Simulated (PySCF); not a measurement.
Start geometry of `C#Cc1n[se]nc1C1CC1` from GFN2-xTB (Å):
```
atom  x, y, z in Å
C1     0.635    2.779    1.720
C2     1.030    1.755    1.294
C3     1.489    0.534    0.779
N4     2.781    0.146    0.979
Se5    2.996   -1.423    0.196
N6     1.319   -1.449   -0.371
C7     0.705   -0.374    0.020
C8    -0.695   -0.121   -0.302
C9    -1.266   -0.595   -1.600
C10   -1.664   -1.299   -0.357
H11    0.243    3.714    2.095
H12   -1.078    0.810    0.108
H13   -0.606   -1.094   -2.291
H14   -2.000    0.037   -2.108
H15   -2.664   -1.164    0.019
H16   -1.243   -2.259   -0.170
```

What comes out of this run: PBE0-D3(BJ)/def2-SVP geometry optimisation, gas phase in PySCF?

```
atom  x, y, z in Å
C1     0.6618    2.8045    1.7169
C2     1.0607    1.7169    1.3584
C3     1.4966    0.4307    0.9190
N4     2.6869   -0.0218    1.2351
Se5    2.8567   -1.6424    0.5033
N6     1.2129   -1.5923   -0.2161
C7     0.6629   -0.4514    0.0998
C8    -0.6969   -0.0938   -0.3479
C9    -1.1583   -0.5334   -1.7168
C10   -1.7291   -1.1828   -0.5064
H11    0.3228    3.7720    2.0392
H12   -1.0389    0.8802    0.0092
H13   -0.4347   -1.1048   -2.3039
H14   -1.7769    0.1658   -2.2849
H15   -2.7552   -0.9480   -0.2131
H16   -1.3928   -2.1958   -0.2708
```

The energy falls by 0.244 eV over 8 energy and gradient evaluations, the largest force component goes from 0.0779 to 3.2e-04 Eh/bohr, and the atoms move by 0.033 Å rms after alignment. The bond that changes most is C3–N4 (substituted aromatic carbon to pyridine-type nitrogen), which shortens by 0.052 Å. Bonds longer at the end by more than 0.005 Å: 12 of 17; shorter: 3. Among the angles that change most is H13–C9–H14, from 112.3° to 115.5°. Rotational constants go from 1315, 814.9, 523.6 to 1294, 807.2, 517.2 MHz. The orientation of the end geometry is arbitrary; only internal coordinates are fixed.

The run used 188 basis functions and 66 SCF cycles in all.

Not checked by PBE0-D3(BJ)/def2-SVP frequencies. One conformer, not necessarily the lowest.
